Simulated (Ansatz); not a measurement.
Ansatz (an electronic-structure program) input file for CH₆OSSi, SMILES S(C)[SiH2]O, PBE-D3(BJ)/def2-SVP. 

Ansatz 0.2 input:
```yaml
crystal:
  periodic: [false, false, false]
  atoms:
    - {symbol: Si, position_ang: [0.91295087, -0.29749953, -0.52901683]}
    - {symbol: O, position_ang: [1.83747188, -0.67266410, 0.80231976]}
    - {symbol: S, position_ang: [-0.78723678, 0.94374495, -0.16424918]}
    - {symbol: C, position_ang: [-1.97207521, -0.28104890, 0.48372515]}
    - {symbol: H, position_ang: [0.40660382, -1.55354352, -1.16718922]}
    - {symbol: H, position_ang: [1.79686335, 0.48920057, -1.42299597]}
    - {symbol: H, position_ang: [1.44842298, -1.25638819, 1.45946111]}
    - {symbol: H, position_ang: [-2.04582281, -1.15622977, -0.17798633]}
    - {symbol: H, position_ang: [-1.70690136, -0.60339175, 1.50044739]}
    - {symbol: H, position_ang: [-2.95201346, 0.21303287, 0.52157677]}
basis:
  gaussian:
    orbitals: def2-SVP
hamiltonian:
  xc: pbe
  dispersion: d3bj
relax: {f_tol: 0.002, max_steps: 200}
```

Program output:

```
WARN ansatz: RAYON_NUM_THREADS=1 ignored (pool sized by the plan → 1); use --threads N
Functional definition: PBE
integrals: 0.04 GiB planned
1050 factors; their error is unknown
mean field: 0.23 GiB planned
mean field evaluation 1: about -21866.2993 eV, gradient 6.7e1 eV
mean field evaluation 2: about -21831.3318 eV, gradient 1.4e2 eV
mean field evaluation 4: about -21875.2642 eV, gradient 1.1e1 eV
mean field evaluation 8: about -21875.5608 eV, gradient 1.3e-1 eV
mean field evaluation 16: about -21875.4971 eV, gradient 2.6e-4 eV
mean field -21875.49713193 eV, -803.9096918537 hartree, gradient 4.2e-5 eV, S^2 0.000000; 0 other end points of the search recorded, 0 dependent functions left out
the calculation of the forces begins
reference -21875.49716563 eV, -803.9096930922 hartree; 25, 25 occupied and 69, 69 virtual orbitals, 1050 factors
relax step   1: F+E_penalty+E_count = -21875.71494572 eV  Δ(F+E_penalty+E_count) = +0.000e0 eV  max|allowed force component| = 5.626e-1 eV/Å  Δτ_max = 0.0000 Å  (27 SCF iters, accepted)
these checks for a lower state are left out or cut short: starts, cluster_reference, orbital_swaps, neighbouring_geometries, increment
integrals: 0.04 GiB planned
1050 factors; their error is unknown
mean field: 0.23 GiB planned
mean field -21875.51373829 eV, -803.9103021262 hartree, gradient 1.1e-5 eV, S^2 0.000000; 0 other end points of the search recorded, 0 dependent functions left out
the calculation of the forces begins
reference -21875.51377211 eV, -803.9103033693 hartree; 25, 25 occupied and 69, 69 virtual orbitals, 1050 factors
relax step   2: F+E_penalty+E_count = -21875.73025231 eV  Δ(F+E_penalty+E_count) = -1.531e-2 eV  max|allowed force component| = 2.379e-1 eV/Å  Δτ_max = 0.0383 Å  (30 SCF iters, accepted)
these checks for a lower state are left out or cut short: starts, cluster_reference, orbital_swaps, neighbouring_geometries, increment
integrals: 0.04 GiB planned
1050 factors; their error is unknown
mean field: 0.23 GiB planned
mean field evaluation 32: about -21875.5167 eV, gradient 1.1e-5 eV
mean field -21875.51673004 eV, -803.9104120713 hartree, gradient 1.1e-5 eV, S^2 0.000000; 0 other end points of the search recorded, 0 dependent functions left out
the calculation of the forces begins
reference -21875.51676395 eV, -803.9104133173 hartree; 25, 25 occupied and 69, 69 virtual orbitals, 1050 factors
relax step   3: F+E_penalty+E_count = -21875.73245488 eV  Δ(F+E_penalty+E_count) = -2.203e-3 eV  max|allowed force component| = 1.052e-1 eV/Å  Δτ_max = 0.0207 Å  (30 SCF iters, accepted)
these checks for a lower state are left out or cut short: starts, cluster_reference, orbital_swaps, neighbouring_geometries, increment
integrals: 0.04 GiB planned
1050 factors; their error is unknown
mean field: 0.23 GiB planned
mean field -21875.51734802 eV, -803.9104347817 hartree, gradient 1.1e-5 eV, S^2 0.000000; 0 other end points of the search recorded, 0 dependent functions left out
the calculation of the forces begins
reference -21875.51738191 eV, -803.9104360269 hartree; 25, 25 occupied and 69, 69 virtual orbitals, 1050 factors
relax step   4: F+E_penalty+E_count = -21875.73329164 eV  Δ(F+E_penalty+E_count) = -8.368e-4 eV  max|allowed force component| = 4.096e-2 eV/Å  Δτ_max = 0.0105 Å  (29 SCF iters, accepted)
these checks for a lower state are left out or cut short: starts, cluster_reference, orbital_swaps, neighbouring_geometries, increment
integrals: 0.04 GiB planned
1050 factors; their error is unknown
mean field: 0.23 GiB planned
mean field -21875.51737238 eV, -803.9104356768 hartree, gradient 1.1e-5 eV, S^2 0.000000; 0 other end points of the search recorded, 0 dependent functions left out
the calculation of the forces begins
reference -21875.51740625 eV, -803.9104369216 hartree; 25, 25 occupied and 69, 69 virtual orbitals, 1050 factors
relax step   5: F+E_penalty+E_count = -21875.73343812 eV  Δ(F+E_penalty+E_count) = -1.465e-4 eV  max|allowed force component| = 7.363e-2 eV/Å  Δτ_max = 0.0153 Å  (28 SCF iters, accepted)
these checks for a lower state are left out or cut short: starts, cluster_reference, orbital_swaps, neighbouring_geometries, increment
integrals: 0.04 GiB planned
1050 factors; their error is unknown
mean field: 0.23 GiB planned
mean field -21875.51744866 eV, -803.9104384800 hartree, gradient 1.1e-5 eV, S^2 0.000000; 0 other end points of the search recorded, 0 dependent functions left out
the calculation of the forces begins
reference -21875.51748251 eV, -803.9104397240 hartree; 25, 25 occupied and 69, 69 virtual orbitals, 1050 factors
relax step   6: F+E_penalty+E_count = -21875.73379412 eV  Δ(F+E_penalty+E_count) = -3.560e-4 eV  max|allowed force component| = 1.363e-2 eV/Å  Δτ_max = 0.0181 Å  (29 SCF iters, accepted)
these checks for a lower state are left out or cut short: starts, cluster_reference, orbital_swaps, neighbouring_geometries, increment
integrals: 0.04 GiB planned
1050 factors; their error is unknown
mean field: 0.23 GiB planned
mean field -21875.51773009 eV, -803.9104488223 hartree, gradient 1.1e-5 eV, S^2 0.000000; 0 other end points of the search recorded, 0 dependent functions left out
the calculation of the forces begins
reference -21875.51776397 eV, -803.9104500672 hartree; 25, 25 occupied and 69, 69 virtual orbitals, 1050 factors
relax step   7: F+E_penalty+E_count = -21875.73384587 eV  Δ(F+E_penalty+E_count) = -5.175e-5 eV  max|allowed force component| = 1.118e-2 eV/Å  Δτ_max = 0.0074 Å  (31 SCF iters, accepted)
these checks for a lower state are left out or cut short: starts, cluster_reference, orbital_swaps, neighbouring_geometries, increment
integrals: 0.04 GiB planned
1050 factors; their error is unknown
mean field: 0.23 GiB planned
mean field evaluation 64: about -21875.5178 eV, gradient 2.3e-5 eV
mean field -21875.51778866 eV, -803.9104509746 hartree, gradient 1.1e-5 eV, S^2 0.000000; 0 other end points of the search recorded, 0 dependent functions left out
the calculation of the forces begins
reference -21875.51782252 eV, -803.9104522192 hartree; 25, 25 occupied and 69, 69 virtual orbitals, 1050 factors
relax step   8: F+E_penalty+E_count = -21875.73387362 eV  Δ(F+E_penalty+E_count) = -2.775e-5 eV  max|allowed force component| = 5.502e-3 eV/Å  Δτ_max = 0.0083 Å  (30 SCF iters, accepted)
these checks for a lower state are left out or cut short: starts, cluster_reference, orbital_swaps, neighbouring_geometries, increment
integrals: 0.04 GiB planned
1050 factors; their error is unknown
mean field: 0.23 GiB planned
mean field -21875.51777855 eV, -803.9104506031 hartree, gradient 1.8e-5 eV, S^2 0.000000; 0 other end points of the search recorded, 0 dependent functions left out
the calculation of the forces begins
reference -21875.51781241 eV, -803.9104518475 hartree; 25, 25 occupied and 69, 69 virtual orbitals, 1050 factors
relax step   9: F+E_penalty+E_count = -21875.73388212 eV  Δ(F+E_penalty+E_count) = -8.500e-6 eV  max|allowed force component| = 4.654e-3 eV/Å  Δτ_max = 0.0036 Å  (23 SCF iters, accepted)
these checks for a lower state are left out or cut short: starts, cluster_reference, orbital_swaps, neighbouring_geometries, increment
integrals: 0.04 GiB planned
1050 factors; their error is unknown
mean field: 0.23 GiB planned
mean field -21875.51776208 eV, -803.9104499978 hartree, gradient 1.6e-5 eV, S^2 0.000000; 0 other end points of the search recorded, 0 dependent functions left out
the calculation of the forces begins
reference -21875.51779594 eV, -803.9104512421 hartree; 25, 25 occupied and 69, 69 virtual orbitals, 1050 factors
relax step  10: F+E_penalty+E_count = -21875.73388400 eV  Δ(F+E_penalty+E_count) = -1.873e-6 eV  max|allowed force component| = 2.760e-3 eV/Å  Δτ_max = 0.0031 Å  (22 SCF iters, accepted)
these checks for a lower state are left out or cut short: starts, cluster_reference, orbital_swaps, neighbouring_geometries, increment
integrals: 0.04 GiB planned
1050 factors; their error is unknown
mean field: 0.23 GiB planned
mean field -21875.51780136 eV, -803.9104514416 hartree, gradient 1.2e-5 eV, S^2 0.000000; 0 other end points of the search recorded, 0 dependent functions left out
the calculation of the forces begins
reference -21875.51783523 eV, -803.9104526861 hartree; 25, 25 occupied and 69, 69 virtual orbitals, 1050 factors
relax step  11: F+E_penalty+E_count = -21875.73388671 eV  Δ(F+E_penalty+E_count) = -2.709e-6 eV  max|allowed force component| = 1.801e-3 eV/Å  Δτ_max = 0.0015 Å  (22 SCF iters, accepted)
integrals: 0.04 GiB planned
1050 factors; their error is unknown
mean field: 0.23 GiB planned
mean field evaluation 96: about -21875.5818 eV, gradient 5.0e-2 eV
mean field -21875.51780136 eV, -803.9104514416 hartree, gradient 1.2e-5 eV, S^2 0.000000; 1 other end points of the search recorded, 0 dependent functions left out
the calculation of the forces begins
reference -21875.51783523 eV, -803.9104526861 hartree; 25, 25 occupied and 69, 69 virtual orbitals, 1050 factors
Total energy: -21875.73392057 eV, -803.9183936760 hartree
Atom 0 at     0.919428    -0.300090    -0.523888 Å, force     0.000888     0.000610     0.001801 eV/Å
Atom 1 at     1.892879    -0.677802     0.794335 Å, force    -0.000101    -0.000494    -0.001532 eV/Å
Atom 2 at    -0.781815     0.959515    -0.135782 Å, force    -0.000331     0.000558    -0.000252 eV/Å
Atom 3 at    -1.991308    -0.279500     0.483881 Å, force    -0.000769    -0.000601     0.000467 eV/Å
Atom 4 at     0.387776    -1.561422    -1.160230 Å, force     0.000506     0.000257    -0.000466 eV/Å
Atom 5 at     1.798971     0.490837    -1.436682 Å, force    -0.001162    -0.000273    -0.000662 eV/Å
Atom 6 at     1.486508    -1.257872     1.461308 Å, force    -0.000237    -0.000353     0.001439 eV/Å
Atom 7 at    -2.041779    -1.161639    -0.184527 Å, force     0.000091    -0.000240    -0.000127 eV/Å
Atom 8 at    -1.752174    -0.603178     1.515488 Å, force     0.000135     0.000246    -0.000414 eV/Å
Atom 9 at    -2.980222     0.216364     0.492189 Å, force     0.000979     0.000291    -0.000255 eV/Å
Dipole moment:    -0.295085    -0.411868     0.206918 e Å
```

The calculation finished and met its thresholds.

Cost: very roughly 26 core-seconds.
